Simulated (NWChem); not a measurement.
System: SbCl$_{5}$; SMILES [Cl][Sb]([Cl])([Cl])([Cl])[Cl]

NWChem input:

```
start job
memory heap 200 mb stack 900 mb global 1100 mb
geometry units angstroms noautosym nocenter noautoz
  Sb     0.000000     0.000000     0.000000
  Cl     1.651439     1.651439     0.000000
  Cl     0.000000     0.000000     2.362863
  Cl     0.000000     0.000000    -2.362863
  Cl     0.604469    -2.255908     0.000000
  Cl    -2.255908     0.604469     0.000000
end
basis spherical
  Sb library def2-svp
  Cl library def2-svp
end
ecp
  Sb library def2-ecp
end
dft
  xc b3lyp
  iterations 150
end
task dft gradient
```

Parts of the log:

```
             Northwest Computational Chemistry Package (NWChem) 7.3.0
             --------------------------------------------------------

                             Geometry "geometry" -> ""
                             -------------------------

 Output coordinates in angstroms (scale by  1.889725989 to convert to a.u.)

  No.       Tag          Charge          X              Y              Z
 ---- ---------------- ---------- -------------- -------------- --------------
    1 Sb                  51.0000     0.00000000     0.00000000     0.00000000
    2 Cl                  17.0000     1.65143900     1.65143900     0.00000000
    3 Cl                  17.0000     0.00000000     0.00000000     2.36286300
    4 Cl                  17.0000     0.00000000     0.00000000    -2.36286300
    5 Cl                  17.0000     0.60446900    -2.25590800     0.00000000
    6 Cl                  17.0000    -2.25590800     0.60446900     0.00000000

 Effective nuclear repulsion energy (a.u.)    1399.6494404050

                                 NWChem DFT Module
                                 -----------------

 Summary of "ao basis" -> "ao basis" (spherical)
 ------------------------------------------------------------------------------
       Tag                 Description            Shells   Functions and Types
 ---------------- ------------------------------  ------  ---------------------
 Sb                         def2-svp                10       26   4s4p2d
 Cl                         def2-svp                 8       18   4s3p1d

            General Information
            -------------------
          SCF calculation type: DFT
          Wavefunction type:  closed shell.
          No. of atoms     :     6
          No. of electrons :   108
           Alpha electrons :    54
            Beta electrons :    54
          Charge           :     0
          Spin multiplicity:     1
          Use of symmetry is: off; symmetry adaption is: off
          Maximum number of iterations: 150
          AO basis - number of functions:   116
                     number of shells:    50
          Convergence on energy requested:  1.00D-06
          Convergence on density requested:  1.00D-05
          Convergence on gradient requested:  5.00D-04

              XC Information
              --------------
                         B3LYP Method XC Potential
                     Hartree-Fock (Exact) Exchange  0.200
                        Slater Exchange Functional  0.800 local
                    Becke 1988 Exchange Functional  0.720 non-local
              Lee-Yang-Parr Correlation Functional  0.810
                  VWN I RPA Correlation Functional  0.190 local

             Grid Information
             ----------------
          Grid used for XC integration:  medium
          Radial quadrature: Mura-Knowles
          Angular quadrature: Lebedev.
          Tag              B.-S. Rad. Rad. Pts. Rad. Cut. Ang. Pts.
          ---              ---------- --------- --------- ---------
          Sb                  1.45      123           8.0       590
          Cl                  1.00       88          11.0       590
          Grid pruning is: on
          Number of quadrature shells:   563
          Spatial weights used:  Erf1

      Superposition of Atomic Density Guess
      -------------------------------------

 Sum of atomic energies:       -2574.22991035

      Non-variational initial energy
      ------------------------------

 Total energy =   -2536.603260
 1-e energy   =   -5318.524032
 2-e energy   =    1919.035135
 HOMO         =      -0.400439
 LUMO         =      -0.119641

   convergence    iter        energy       DeltaE   RMS-Dens  Diis-err
 ---------------- ----- ----------------- --------- --------- ---------
 d= 0,ls=0.0,diis     1  -2540.5585077339 -3.40D+03  2.72D-02  1.45D+00
 d= 0,ls=0.0,diis     2  -2540.2475422053  3.11D-01  1.62D-02  3.59D+00
 d= 0,ls=0.0,diis     3  -2540.7611538402 -5.14D-01  1.26D-03  1.59D-02
 d= 0,ls=0.0,diis     4  -2540.7630439934 -1.89D-03  3.76D-04  1.34D-03
 d= 0,ls=0.0,diis     5  -2540.7631901179 -1.46D-04  1.42D-04  7.70D-05
  Resetting Diis
 d= 0,ls=0.0,diis     6  -2540.7631963917 -6.27D-06  6.22D-05  3.74D-05
 d= 0,ls=0.0,diis     7  -2540.7632024234 -6.03D-06  9.40D-06  2.87D-07
 d= 0,ls=0.0,diis     8  -2540.7632024115  1.19D-08  6.09D-06  3.70D-07

         Total DFT energy =    -2540.763202411541
      One electron energy =    -5316.941034421640
           Coulomb energy =     2074.216827541961
    Exchange-Corr. energy =     -160.924632479258
 Nuclear repulsion energy =      862.885636947396

 Numeric. integr. density =      107.999999777791

                       DFT Final Molecular Orbital Analysis
                       ------------------------------------

[...]

                         DFT ENERGY GRADIENTS

    atom               coordinates                        gradient
                 x          y          z           x          y          z
   1 Sb      0.000000   0.000000   0.000000   -0.000000  -0.000000   0.000000
   2 Cl      3.120767   3.120767   0.000000   -0.005997  -0.005997  -0.000000
   3 Cl      0.000000   0.000000   4.465164    0.000000   0.000000  -0.008321
   4 Cl      0.000000   0.000000  -4.465164    0.000000   0.000000   0.008321
   5 Cl      1.142281  -4.263048   0.000000   -0.002196   0.008193  -0.000000
   6 Cl     -4.263048   1.142281   0.000000    0.008193  -0.002196  -0.000000
```

Level: B3LYP/def2-SVP with def2 effective core potentials on Sb. Coordinates come from a PBE0/def2-SVP optimisation. No frequency run checked for a minimum. B3LYP is NWChem's, with the RPA form of VWN correlation. def2 effective core potentials on Sb; no spin-orbit coupling.
